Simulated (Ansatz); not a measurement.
GeTe₂, relaxed as a singlet with RKS r2SCAN-D4/def2-TZVP in Ansatz, starting from the GFN1-xTB geometry. Force threshold 0.02 eV/Å.

In the def2 sets Te takes a core potential; there is no spin–orbit coupling. The structure comes from a short search, and lower isomers may exist.

Start:

```xyz
3

Ge    1.7109   -0.6507    1.2432
Te   -1.8245    1.2474   -0.6695
Te    0.1135   -0.5967   -0.5736
```

| step | energy (eV) | largest force component (eV/Å) | SCF passes |
| --- | --- | --- | --- |
| 1 | -71110.5108 | 0.437 | 25 |
| 2 | -71110.5226 | 0.143 | 31 |
| 3 | -71110.5319 | 0.242 | 31 |
| 4 | -71110.6471 | 0.561 | 34 |
| 5 | -71110.9347 | 0.715 | 35 |
| 6 | -71111.3038 | 0.815 | 35 |
| 7 | -71111.7613 | 1.027 | 36 |
| 8 | -71112.2415 | 0.640 | 34 |
| 9 (rejected) | -71112.1601 | 1.605 | 29 |
| 10 | -71112.3549 | 0.061 | 30 |
| 11 (rejected) | -71112.3547 | 0.070 | 26 |
| 12 | -71112.3551 | 0.000 | 26 |

Force components are those of the run's own axes.

End:

Cartesian coordinates in Å:
```
Ge 0.923 0.004 1.091
Te -1.114 1.109 0.003
Te 0.191 -1.113 -1.094
```

Bonds formed: Ge1–Te2 (atoms count from 1).

No frequencies were taken in this run, so the end may be a saddle point.

Hardware: 4 threads of Arm Neoverse V1 on a shared host. Wall time 31 s.
